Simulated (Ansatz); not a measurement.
Ansatz results at the PBE0-D4/def2-TZVP geometry: HOMO–LUMO gap (PBE/def2-TZVPP) 5.04 eV; HOMO energy (ωB97M-V/def2-TZVPP) -10.35 eV; size of the dipole moment (B3LYP/def2-TZVPP) 0.32 D.

(1) Which molecule gave them?
A. `C[C@]1(F)O[Si@H]1O`
B. `N=[C](Cl)[AlH][F]`
C. `FB1C[Si]1(F)[AlH2]`
D. `C1O[SiH2]O1`

## Answers

(1) D. The others give `C[C@]1(F)O[Si@H]1O`: 5.32, -9.62, 1.53; `N=[C](Cl)[AlH][F]`: 3.84, -10.34, 1.15; `FB1C[Si]1(F)[AlH2]`: 2.44, -8.65, 2.11.

B3LYP here is the variant with VWN-RPA as its local correlation; programs differ in this.
